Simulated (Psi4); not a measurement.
Cl$_{4}$Nb (SMILES [Cl][Nb+]([Cl])([Cl])[Cl]), charge +1, singlet, at a GFN2-xTB geometry (such geometries of metal compounds can be far from the true shape) (the multiplicity is a formal guess) (core potentials on Nb). Base run: TPSS/def2-SVP in Psi4 1.11.

The Psi4 input:
```
memory 2 GB

molecule {
1 1
Nb    0.00000000   -0.00000000   -0.00000000
Cl    1.75003973   -0.57248653   -1.12766703
Cl    0.57437860    0.48187250    2.02482121
Cl   -0.91522032    1.72637359   -0.91870495
Cl   -1.40919800   -1.63575957    0.02155077
}

set {
  basis def2-svp
}

energy('tpss')
print_variables()
```

The base run was repeated with changes; each row names its change, and settings that it needs were set with it.

| change | E (Eh) | core-seconds (rough) |
|---|---|---|
| base | -1897.24348 | 20 |
| functional = bhhlyp | -1897.01977 | 20 |
| functional = pw6b95 | -1898.56857 | 20 |
| functional = m06 | (withheld) | 20 |
| functional = b97m-v | (withheld) | 90 |
| functional = r2scan | -1897.07908 | 20 |
| functional = mn15 | (withheld) | 20 |
| functional = hf (with energy('scf')) | -1893.70973 | 9 |
| functional = cam-b3lyp | -1897.13814 | 20 |
| functional = pbe0 | -1896.52802 | 10 |
| functional = wb97m-v | -1896.96895 | 60 |
| functional = b3lyp | -1897.21728 | 10 |
| functional = hse06 | (withheld) | 30 |

### Question
Fill in the missing entries.

### Answer

- functional = m06, E (Eh): -1897.05829
- functional = b97m-v, E (Eh): -1896.68870
- functional = mn15, E (Eh): -1896.53488
- functional = hse06, E (Eh): -1896.60327

Totals shift with the method and basis; they matter in differences.
